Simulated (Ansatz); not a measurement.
`[SiH3][O][AlH][Br]` and `[SiH3][O][Al]([Cl])[Br]` differ in one atom or group.

Ansatz, PBE0-D4/def2-TZVP geometries, multiplicity 1. Each molecule was computed in one conformer, which needn't be the lowest.

Scalar relativity is left out up to krypton.

| property | `[SiH3][O][AlH][Br]` |
| --- | --- |
| LUMO energy (PBE/def2-TZVPP) / eV | -1.85 |
| HOMO–LUMO gap (ωB97M-V/def2-TZVPP) / eV | 11.40 |
| HOMO energy (PBE0/def2-TZVPP) / eV | -8.63 |
| HOMO energy (B3LYP/def2-TZVPP) / eV | -8.35 |
| size of the dipole moment (ωB97M-V/def2-TZVPP) / D | 0.88 |
| size of the dipole moment (PBE/def2-TZVPP) / D | 0.78 |

Problem. Give the same properties after the change, and the shifts. (Estimate.)

Solution. Ansatz gave: 
| property | `[SiH3][O][Al]([Cl])[Br]` | shift |
| --- | --- | --- |
| LUMO energy (PBE/def2-TZVPP) / eV | -2.04 | -0.19 |
| HOMO–LUMO gap (ωB97M-V/def2-TZVPP) / eV | 11.49 | 0.09 |
| HOMO energy (PBE0/def2-TZVPP) / eV | -8.76 | -0.13 |
| HOMO energy (B3LYP/def2-TZVPP) / eV | -8.48 | -0.13 |
| size of the dipole moment (ωB97M-V/def2-TZVPP) / D | 0.84 | -0.04 |
| size of the dipole moment (PBE/def2-TZVPP) / D | 0.76 | -0.02 |

Dipoles are sizes alone; their direction can turn.

B3LYP here is the variant with VWN-RPA as its local correlation; programs differ in this.

Spin–orbit coupling is left out; it splits and shifts lone-pair levels of the heavy atoms by tenths of an eV.
